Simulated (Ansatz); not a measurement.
Geometry optimisation, Ansatz, RKS r2SCAN/def2-SVP.

Input file:

```yaml
crystal:
  periodic: [false, false, false]
  atoms:
    - { symbol: C, position_ang: [-1.0263, -0.9094, 0.2871] }
    - { symbol: B, position_ang: [0.4341, -0.4589, 0.0072] }
    - { symbol: F, position_ang: [1.4286, -1.4746, -0.0297] }
    - { symbol: C, position_ang: [0.9184, 1.0824, -0.1663] }
    - { symbol: Cl, position_ang: [0.0873, 1.7386, -1.6419] }
    - { symbol: H, position_ang: [-1.4369, -0.3492, 1.1963] }
    - { symbol: H, position_ang: [-1.1215, -1.9621, 0.4058] }
    - { symbol: H, position_ang: [-1.6655, -0.5364, -0.5904] }
    - { symbol: H, position_ang: [1.9507, 1.1707, -0.2152] }
    - { symbol: H, position_ang: [0.5143, 1.6477, 0.7499] }
basis:
  gaussian: { orbitals: def2-SVP }
hamiltonian:
  xc: r2scan
relax:
  f_tol: 0.015
  max_steps: 40
```

Command:

```bash
$ ansatz run input.yaml --threads 2 --pin off --max-ram 3072MiB --backend cpu --events-out ev --progress --plain --runs-dir out
```

Task: Where does it end, and by what steps?

Result: It converged. The force dipped under the threshold on the way, but the program's further checks kept it going. After 26 steps the energy has fallen by 0.412 eV; H8 moved furthest, 0.67 Å.

```
step  energy less start (eV)  largest force component (eV/Å)  accepted
   0                  0.0000                           3.492       yes
   1                 -0.3195                           1.191       yes
   2                 -0.3567                           0.745       yes
   3                 -0.3757                           0.346       yes
   4                 -0.3816                           0.067       yes
   5                 -0.3821                           0.023       yes
   6                 -0.3822                           0.010       yes
   7                 -0.3824                           0.026       yes
   8                 -0.3808                           0.316        no
   9                 -0.3829                           0.056       yes
  10                 -0.3857                           0.130       yes
  11                 -0.3875                           0.248       yes
  12                 -0.3935                           0.155       yes
  13                 -0.4031                           0.090       yes
  14                 -0.4063                           0.036       yes
  15                 -0.3916                           0.615        no
  16                 -0.4087                           0.045       yes
  17                 -0.4091                           0.130       yes
  18                 -0.4100                           0.052       yes
  19                 -0.4101                           0.052       yes
  20                 -0.4068                           0.325        no
  21                 -0.4107                           0.008       yes
  22                 -0.4114                           0.036       yes
  23                 -0.4116                           0.104       yes
  24                 -0.4120                           0.044       yes
  25                 -0.4122                           0.011       yes
  26                 -0.4123                           0.010       yes
```

```xyz
10
Properties=species:S:1:pos:R:3
C -1.044 -0.868 0.323
B 0.424 -0.417 0.048
F 1.388 -1.338 -0.057
C 0.864 1.092 -0.125
Cl 0.467 1.303 -1.894
H -1.182 -0.929 1.419
H -1.259 -1.870 -0.079
H -1.788 -0.151 -0.053
H 1.938 1.290 -0.007
H 0.274 1.837 0.427
```

Time of the run: 27 s on 2 threads of AMD EPYC 9R45 96-Core Processor (Zen 5) (shared host), peak memory 0.18 GiB.
